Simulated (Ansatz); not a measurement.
Total energies of `CC#[N+][GaH3-]`.

```xyz
10

C     0.416    1.527    1.594
C     0.147    0.546    0.570
N    -0.066   -0.232   -0.241
Ga   -0.459   -1.687   -1.761
H    -0.031    1.209    2.537
H     1.494    1.635    1.726
H    -0.008    2.489    1.302
H    -1.630   -0.920   -2.488
H    -0.831   -2.889   -0.809
H     0.969   -1.679   -2.431
```

Total charge 0; spin multiplicity 1. Correlated methods include outer-core shells of Ga, which these sets cover unevenly. Scalar relativity is left out up to krypton. Geometry: relaxed with PBE0-D4/def2-TZVP. Basis def2-TZVPP, the Gaussian-basis code of Ansatz.

RPA on PBE orbitals: Hartree–Fock energy of these orbitals -2056.89706 Eh, correlation -1.24589 Eh (frozen core).

```tsv
functional	energy without D4 (Eh)	D4 term (kJ/mol)
LDA (SPW92)	-2055.20773	–
PBE	-2058.97682	-16.1
revPBE	-2059.26961	-49.9
BLYP	-2059.46516	-35.3
r2SCAN	-2059.35748	-4.0
B97M-V	-2059.08176	–
PBE0	-2059.02824	-13.6
B3LYP	-2059.51098	-25.8
r2SCANh	-2059.33900	-4.3
r2SCAN0	-2059.31275	-4.7
HSE06 (plane-wave form)	-2059.01955	-12.6
BHLYP	-2059.34084	-19.6
CAM-B3LYP	-2059.49981	-13.8
LC-ωPBE	-2059.11025	–
ωB97X-V	-2059.23126	–
ωB97M-V	-2059.27911	–
B2PLYP	-2058.97104	–
PBE-QIDH	-2058.67359	–
```

B3LYP takes the VWN-RPA correlation (the form of Gaussian; ORCA's B3LYP/G). HSE06 is the plane-wave form, built on full-range PBE exchange. The double hybrids freeze the cores in their second-order part.

LC-ωPBE has ω = 0.4 bohr⁻¹.
